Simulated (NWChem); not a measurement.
System: C$_{2}$H$_{6}$FNSi, singlet; SMILES CN(C)[Si]F

NWChem input:

```
start job
memory heap 200 mb stack 900 mb global 1100 mb
geometry units angstroms
  Si    -0.705297     0.827543     0.196285
  F      0.680320     1.706437     0.033155
  N     -0.034183    -0.724863    -0.058619
  C     -0.881429    -1.885985    -0.014418
  C      1.343188    -1.059706    -0.327483
  H     -0.854363    -2.423166    -0.969340
  H     -0.552050    -2.577647     0.769589
  H     -1.907124    -1.586560     0.189730
  H      1.732810    -1.727464     0.449128
  H      1.430085    -1.572772    -1.292179
  H      1.952569    -0.161345    -0.353262
end
basis spherical
  * library def2-svp
end
dft
  xc xpbe96 cpbe96
  disp vdw 4
  iterations 150
end
driver
  maxiter 120
end
task dft optimize
task dft freq
```

Output (shortened):

```
             Northwest Computational Chemistry Package (NWChem) 7.3.0
             --------------------------------------------------------

 CS  symmetry detected

                             Geometry "geometry" -> ""
                             -------------------------

 Output coordinates in angstroms (scale by  1.889725989 to convert to a.u.)

  No.       Tag          Charge          X              Y              Z
 ---- ---------------- ---------- -------------- -------------- --------------
    1 Si                  14.0000    -0.82016941     0.88731694     0.00000000
    2 F                    9.0000     0.49379888     1.88355374     0.00000000
    3 N                    7.0000     0.01322332    -0.60626630     0.00000000
    4 C                    6.0000    -0.72808692    -1.83851746     0.00000000
    5 C                    6.0000     1.43958230    -0.82319606     0.00000000
    6 H                    1.0000    -0.48667548    -2.43709956    -0.88587973
    7 H                    1.0000    -0.48667548    -2.43709956     0.88587973
    8 H                    1.0000    -1.79515596    -1.62698708     0.00000000
    9 H                    1.0000     1.73937482    -1.39268910     0.88709105
   10 H                    1.0000     1.73937482    -1.39268910    -0.88709105
   11 H                    1.0000     1.96640360     0.12628879     0.00000000

 Effective nuclear repulsion energy (a.u.)     231.7212983947

      Symmetry information
      --------------------

 Group name             Cs
 Group number              2
 Group order               2
 No. of unique centers     9

                                Z-matrix (autoz)
                                --------

 Units are Angstrom for bonds and degrees for angles

      Type          Name      I     J     K     L     M      Value
      ----------- --------  ----- ----- ----- ----- ----- ----------
    1 Stretch                  1     2                       1.64894
    2 Stretch                  1     3                       1.71036
    3 Stretch                  3     4                       1.43805
    4 Stretch                  3     5                       1.44276
    5 Stretch                  4     6                       1.09607
    6 Stretch                  4     7                       1.09607
    7 Stretch                  4     8                       1.08783
    8 Stretch                  5     9                       1.09596
    9 Stretch                  5    10                       1.09596
   10 Stretch                  5    11                       1.08585
   11 Bend                     1     3     4               119.80856
   12 Bend                     1     3     5               127.80837
   13 Bend                     2     1     3                98.00828
   14 Bend                     3     4     6               110.75816
   15 Bend                     3     4     7               110.75816
   16 Bend                     3     4     8               109.81804
   17 Bend                     3     5     9               110.39949
   18 Bend                     3     5    10               110.39949
   19 Bend                     3     5    11               110.37605
   20 Bend                     4     3     5               112.38306
   21 Bend                     6     4     7               107.84769
   22 Bend                     6     4     8               108.79854
   23 Bend                     7     4     8               108.79854
   24 Bend                     9     5    10               108.07844
   25 Bend                     9     5    11               108.76326
   26 Bend                    10     5    11               108.76326
   27 Torsion                  1     3     4     6         120.19210
   28 Torsion                  1     3     4     7        -120.19210
   29 Torsion                  1     3     4     8           0.00000
   30 Torsion                  1     3     5     9         120.27923
   31 Torsion                  1     3     5    10        -120.27923
   32 Torsion                  1     3     5    11           0.00000
   33 Torsion                  2     1     3     4         180.00000
   34 Torsion                  2     1     3     5           0.00000
   35 Torsion                  4     3     5     9         -59.72077
   36 Torsion                  4     3     5    10          59.72077
   37 Torsion                  4     3     5    11         180.00000
   38 Torsion                  5     3     4     6         -59.80790
   39 Torsion                  5     3     4     7          59.80790
   40 Torsion                  5     3     4     8         180.00000

  pbe96 is a nonlocal functional; adding pw91lda local functional.

                           NWChem Geometry Optimization
                           ----------------------------

 maximum gradient threshold         (gmax) =   0.000450
 rms gradient threshold             (grms) =   0.000300
 maximum cartesian step threshold   (xmax) =   0.001800
 rms cartesian step threshold       (xrms) =   0.001200
 fixed trust radius                (trust) =   0.300000
 source of zmatrix                         =   autoz

          -------------------
          Energy Minimization
          -------------------

 Using diagonal initial Hessian
 Scaling for Hessian diagonals: bonds = 1.00  angles = 0.25  torsions = 0.10

          --------
          Step   0

                                 NWChem DFT Module
                                 -----------------

 Summary of "ao basis" -> "ao basis" (spherical)
 ------------------------------------------------------------------------------
       Tag                 Description            Shells   Functions and Types
 ---------------- ------------------------------  ------  ---------------------
 Si                         def2-svp                 8       18   4s3p1d
 F                          def2-svp                 6       14   3s2p1d
 N                          def2-svp                 6       14   3s2p1d
 C                          def2-svp                 6       14   3s2p1d
 H                          def2-svp                 3        5   2s1p

      Symmetry analysis of basis
      --------------------------

        a'         71
        a"         33

            General Information
            -------------------
          SCF calculation type: DFT
          Wavefunction type:  closed shell.
          No. of atoms     :    11
          No. of electrons :    48
           Alpha electrons :    24
            Beta electrons :    24
          Charge           :     0
          Spin multiplicity:     1
          Use of symmetry is: on ; symmetry adaption is: on
          Maximum number of iterations: 150
          AO basis - number of functions:   104
                     number of shells:    50
          Convergence on energy requested:  1.00D-06
          Convergence on density requested:  1.00D-05
          Convergence on gradient requested:  5.00D-04

              XC Information
              --------------
          PerdewBurkeErnzerhof Exchange Functional  1.000
            Perdew 1991 LDA Correlation Functional  1.000 local
           PerdewBurkeErnz. Correlation Functional  1.000 non-local

             Grid Information
             ----------------
          Grid used for XC integration:  medium
          Radial quadrature: Mura-Knowles
          Angular quadrature: Lebedev.
          Tag              B.-S. Rad. Rad. Pts. Rad. Cut. Ang. Pts.
          ---              ---------- --------- --------- ---------
          Si                  1.10       88          10.0       590
          F                   0.50       49          11.0       434
          N                   0.65       49           7.0       434
          C                   0.70       49          10.0       434
          H                   0.35       45          11.0       434
          Grid pruning is: on
          Number of quadrature shells:   464
          Spatial weights used:  Erf1

[...]

      ----------------------
      Optimization converged
      ----------------------

  Step       Energy      Delta E   Gmax     Grms     Xrms     Xmax
  ---- ---------------- -------- -------- -------- -------- --------
@    5    -523.27798160 -2.5D-07  0.00003  0.00001  0.00016  0.00040
                                     ok       ok       ok       ok

                                Z-matrix (autoz)
                                --------

 Units are Angstrom for bonds and degrees for angles

      Type          Name      I     J     K     L     M      Value     Gradient
      ----------- --------  ----- ----- ----- ----- ----- ---------- ----------
    1 Stretch                  1     2                       1.66943    0.00003
    2 Stretch                  1     3                       1.74962    0.00003
    3 Stretch                  3     4                       1.45300    0.00002
    4 Stretch                  3     5                       1.45334    0.00001
    5 Stretch                  4     6                       1.11400   -0.00002
    6 Stretch                  4     7                       1.11400   -0.00002
    7 Stretch                  4     8                       1.11082   -0.00002
    8 Stretch                  5     9                       1.11397   -0.00002
    9 Stretch                  5    10                       1.11397   -0.00002
   10 Stretch                  5    11                       1.10584   -0.00001
   11 Bend                     1     3     4               118.88092   -0.00001
   12 Bend                     1     3     5               126.28360    0.00001
   13 Bend                     2     1     3                98.96282   -0.00000
   14 Bend                     3     4     6               111.58217   -0.00000
   15 Bend                     3     4     7               111.58217   -0.00000
   16 Bend                     3     4     8               110.12393    0.00000
   17 Bend                     3     5     9               111.16832   -0.00000
   18 Bend                     3     5    10               111.16832   -0.00000
   19 Bend                     3     5    11               109.57956    0.00000
   20 Bend                     4     3     5               114.83548    0.00001
   21 Bend                     6     4     7               107.49447   -0.00000
   22 Bend                     6     4     8               107.95088    0.00000
   23 Bend                     7     4     8               107.95088    0.00000
   24 Bend                     9     5    10               107.32965    0.00001
   25 Bend                     9     5    11               108.75821   -0.00000
   26 Bend                    10     5    11               108.75821   -0.00000
   27 Torsion                  1     3     4     6         119.86332    0.00000
   28 Torsion                  1     3     4     7        -119.86332   -0.00000
   29 Torsion                  1     3     4     8           0.00000   -0.00000
   30 Torsion                  1     3     5     9         120.24784   -0.00000
   31 Torsion                  1     3     5    10        -120.24784    0.00000
   32 Torsion                  1     3     5    11           0.00000    0.00000
   33 Torsion                  2     1     3     4         180.00000    0.00000
   34 Torsion                  2     1     3     5           0.00000   -0.00000
   35 Torsion                  4     3     5     9         -59.75216   -0.00000
   36 Torsion                  4     3     5    10          59.75216    0.00000
   37 Torsion                  4     3     5    11         180.00000   -0.00000
   38 Torsion                  5     3     4     6         -60.13668    0.00000
   39 Torsion                  5     3     4     7          60.13668   -0.00000
   40 Torsion                  5     3     4     8         180.00000    0.00000

                         Geometry "geometry" -> "geometry"
                         ---------------------------------

 Output coordinates in angstroms (scale by  1.889725989 to convert to a.u.)

[...]

 Rotational Constants
 --------------------
 A=   0.228797 cm-1  (  0.329181 K)
 B=   0.099720 cm-1  (  0.143472 K)
 C=   0.071362 cm-1  (  0.102671 K)

 Temperature                      =   298.15K
 frequency scaling parameter      =   1.0000

 Zero-Point correction to Energy  =   51.953 kcal/mol  (  0.082792 au)
 Thermal correction to Energy     =   56.078 kcal/mol  (  0.089366 au)
 Thermal correction to Enthalpy   =   56.670 kcal/mol  (  0.090310 au)

 Total Entropy                    =   79.033 cal/mol-K
   - Translational                =   39.420 cal/mol-K (mol. weight =  91.0253)
   - Rotational                   =   26.385 cal/mol-K (symmetry #  =        1)
   - Vibrational                  =   13.228 cal/mol-K

 Cv (constant volume heat capacity) =   21.912 cal/mol-K
   - Translational                  =    2.979 cal/mol-K
   - Rotational                     =    2.979 cal/mol-K
   - Vibrational                    =   15.953 cal/mol-K

[normal modes left out]

 ----------------------------------------------------------------------------
 Normal Eigenvalue ||           Projected Infra Red Intensities
  Mode   [cm**-1]  || [atomic units] [(debye/angs)**2] [(KM/mol)] [arbitrary]
 ------ ---------- || -------------- ----------------- ---------- -----------
    1       -0.000 ||    0.000177           0.004         0.172       0.099
    2       -0.000 ||    0.000419           0.010         0.409       0.234
    3       -0.000 ||    0.000571           0.013         0.557       0.319
    4       -0.000 ||    0.000741           0.017         0.723       0.414
    5        0.000 ||    0.000792           0.018         0.772       0.442
    6        0.000 ||    0.000154           0.004         0.151       0.086
    7      137.914 ||    0.000142           0.003         0.138       0.079
    8      216.698 ||    0.000697           0.016         0.679       0.389
    9      217.647 ||    0.003655           0.084         3.563       2.039
   10      253.676 ||    0.001197           0.028         1.167       0.668
   11      305.539 ||    0.006617           0.153         6.451       3.692
   12      326.011 ||    0.001664           0.038         1.622       0.928
   13      389.907 ||    0.006603           0.152         6.437       3.684
   14      654.582 ||    0.033849           0.781        32.997      18.886
   15      793.876 ||    0.096480           2.226        94.054      53.831
   16      978.267 ||    0.098305           2.268        95.832      54.848
   17     1042.743 ||    0.004733           0.109         4.614       2.641
   18     1064.543 ||    0.000601           0.014         0.586       0.335
   19     1121.993 ||    0.002797           0.065         2.727       1.561
   20     1207.080 ||    0.046428           1.071        45.260      25.904
   21     1260.010 ||    0.021986           0.507        21.433      12.267
   22     1368.700 ||    0.000082           0.002         0.080       0.046
   23     1394.029 ||    0.008137           0.188         7.932       4.540
   24     1394.922 ||    0.003522           0.081         3.434       1.965
   25     1417.592 ||    0.013812           0.319        13.465       7.706
   26     1418.304 ||    0.018177           0.419        17.720      10.142
   27     1448.312 ||    0.004822           0.111         4.701       2.690
   28     2920.815 ||    0.051491           1.188        50.196      28.729
   29     2927.933 ||    0.086992           2.007        84.805      48.537
   30     2985.588 ||    0.061333           1.415        59.791      34.221
   31     2992.670 ||    0.000159           0.004         0.155       0.089
   32     3032.561 ||    0.011812           0.273        11.515       6.590
   33     3086.959 ||    0.002507           0.058         2.444       1.399
 ----------------------------------------------------------------------------
```

Level: PBE-D3(BJ)/def2-SVP. Low-valent species are run as closed-shell singlets; no triplet was tried in these runs.
